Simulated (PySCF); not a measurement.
Compound: VIMe3, C3H9IV (doublet state).
Cartesian coordinates in Å at the PBE0-D3(BJ)/def2-SVP level; atoms count from 1:
```xyz
14
C3H9IV angstrom
V     -0.017   -0.024    0.558
I     -0.034   -0.051    3.104
C      1.805    0.052   -0.218
H      2.386    0.917    0.136
H      1.808   -0.004   -1.318
H      2.235   -0.879    0.204
C     -0.827    1.604   -0.229
H     -1.850    1.533    0.193
H     -0.874    1.571   -1.329
H     -0.349    2.532    0.122
C     -0.957   -1.619   -0.162
H     -2.028   -1.634    0.099
H     -0.474   -2.564    0.137
H     -0.844   -1.476   -1.255
```

Computed with PBE0-D3(BJ)/def2-SVP geometry optimisation, gas phase, def2 core potentials past Kr in PySCF.

Question: Which atoms are bound to V1, and at what distances?

Answer: 4 atoms: C7 1.981 Å, C3 1.981 Å, C11 1.987 Å, I2 2.547 Å. The nearest atom not counted as bound is H8, at 2.43 Å (others tie with it).

Question: List the angles at V1.

Answer: 
| angle | degrees | distance of the outer atoms (Å) |
| --- | --- | --- |
| I2–V1–C7 | 113.7 | 3.80 |
| I2–V1–C3 | 113.5 | 3.80 |
| I2–V1–C11 | 110.5 | 3.74 |
| C3–V1–C11 | 108.9 | 3.23 |
| C7–V1–C11 | 108.8 | 3.23 |
| C3–V1–C7 | 100.9 | 3.05 |

Question: What is the shape at V1?

Answer: Distorted tetrahedral: angles from 100.9° to 113.7°; τ4 = (360° − α − β)/141° = 0.94 with α and β the two widest (0 for a square, 1 for a tetrahedron).

Question: What are the other bond lengths?

Answer: C3–H4 and 8 like bonds 1.104 Å.

Point group: near C3v, missed by 0.20 Å at most; the miss may be what the optimiser left on a soft mode (Cs holds within 0.08 Å). Charge 0, doublet. ⟨S²⟩ = 0.774 (exact for a doublet: 0.75). Not checked by PBE0-D3(BJ)/def2-SVP frequencies.

The run took 6.4 min of wall time on one thread of an Arm Neoverse V2, shared host, and the process peaked at 0.69 GiB of memory. These figures are those of the optimisation.
